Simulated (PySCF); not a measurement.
Isomers of C7H7NOSi, mass 149.030 u with the commonest isotopes. Theory: PBE0/pcSseg-1 in PySCF (dipole) on a GFN2-xTB geometry, gas phase. One conformer each, none proved a minimum here; rigid rotors.

Task: Order these by out-of-plane moment Σ m c² = (Ia + Ib − Ic)/2, smallest first.
A. `[CH3:1][C:2]#[C:3]/[CH:4]=[CH:5]/[Si@@H:6]([C:7]#[N:8])[CH:9]=[O:10]` with C4–C5–Si6–C7 9°, C5–Si6–C9–O10 102°
B. `[N:1]#[C:2][c:3]1[cH:4][cH:5][cH:6][c:7]([O:8][SiH3:9])[cH:10]1` with C6–C7–O8–Si9 178°
C. `[CH:1]#[C:2][C@@H:3]1[C:4](=[O:5])[SiH2:6][C@@:7]1([CH3:8])[C:9]#[N:10]` with C2–C3–C4–O5 40°, C3–C4–Si6–C7 10°, C4–Si6–C7–C8 106°, C2–C3–C7–Si6 136°

Result: B (2.90 u·Å²), A (30.32 u·Å²), C (84.27 u·Å²).

Task: Order these by dipole moment, smallest first.
A. `[CH3:1][C:2]#[C:3]/[CH:4]=[CH:5]/[Si@@H:6]([C:7]#[N:8])[CH:9]=[O:10]` with C4–C5–Si6–C7 9°, C5–Si6–C9–O10 102°
B. `[N:1]#[C:2][c:3]1[cH:4][cH:5][cH:6][c:7]([O:8][SiH3:9])[cH:10]1` with C6–C7–O8–Si9 178°
C. `[CH:1]#[C:2][C@@H:3]1[C:4](=[O:5])[SiH2:6][C@@:7]1([CH3:8])[C:9]#[N:10]` with C2–C3–C4–O5 40°, C3–C4–Si6–C7 10°, C4–Si6–C7–C8 106°, C2–C3–C7–Si6 136°

Result: C (3.01 D), B (4.12 D), A (4.45 D).

Task: Order these by rotational constant B, smallest first.
A. `[CH3:1][C:2]#[C:3]/[CH:4]=[CH:5]/[Si@@H:6]([C:7]#[N:8])[CH:9]=[O:10]` with C4–C5–Si6–C7 9°, C5–Si6–C9–O10 102°
B. `[CH:1]#[C:2][C@@H:3]1[C:4](=[O:5])[SiH2:6][C@@:7]1([CH3:8])[C:9]#[N:10]` with C2–C3–C4–O5 40°, C3–C4–Si6–C7 10°, C4–Si6–C7–C8 106°, C2–C3–C7–Si6 136°
C. `[N:1]#[C:2][c:3]1[cH:4][cH:5][cH:6][c:7]([O:8][SiH3:9])[cH:10]1` with C6–C7–O8–Si9 178°

Result: A (454.8 MHz), C (734.3 MHz), B (1116 MHz).

| SMILES | point group | Ia (u·Å²) | Ib (u·Å²) | Ic (u·Å²) | κ | μa (D) | μb (D) | μc (D) |
| --- | --- | --- | --- | --- | --- | --- | --- | --- |
| CC#C/C=C/[Si@@H](C#N)C=O | C1 | 277.73 | 1111.22 | 1328.31 | -0.90 | 4.11 | 1.63 | 0.48 |
| C#C[C@@H]1C(=O)[SiH2][C@@]1(C)C#N | C1 | 359.63 | 452.74 | 643.84 | 0.07 | 0.89 | 0.89 | 2.74 |
| N#Cc1cccc(O[SiH3])c1 | – | 261.78 | 688.24 | 944.22 | -0.71 | 3.30 | 2.46 | 0.02 |
